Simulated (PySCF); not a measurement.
# Correlation energy of Al (aluminium, neutral)

[Ne] 3s1 3p2, 3s spin antiparallel (an excited configuration). All numbers are calculated (PySCF 2.14, no relativity, point nucleus, in dyall-acv3z (19s12p6d4f, 113 functions)). Frozen: 1s2; 11 electrons correlated; the 18 highest virtual orbitals of each spin left out.

MP2 pair energies summed by pair of shells (mhartree):

| pair | energy | share (%) |
| --- | --- | --- |
| 2p-2p | -191.46 | 56.4 |
| 2s-2p | -63.83 | 18.8 |
| 3s-3p | -45.73 | 13.5 |
| 2p-3s | -10.99 | 3.2 |
| 2s-2s | -9.99 | 2.9 |
| 2p-3p | -9.55 | 2.8 |
| 3p-3p | -5.56 | 1.6 |
| 2s-3p | -1.32 | 0.4 |
| 2s-3s | -1.25 | 0.4 |

Total MP2 correlation energy: -339.69 mhartree.

Same-spin part -82.95 and opposite-spin part -256.74 mhartree; SCS-MP2 scales them by 1/3 and 6/5 to -335.74 mhartree.
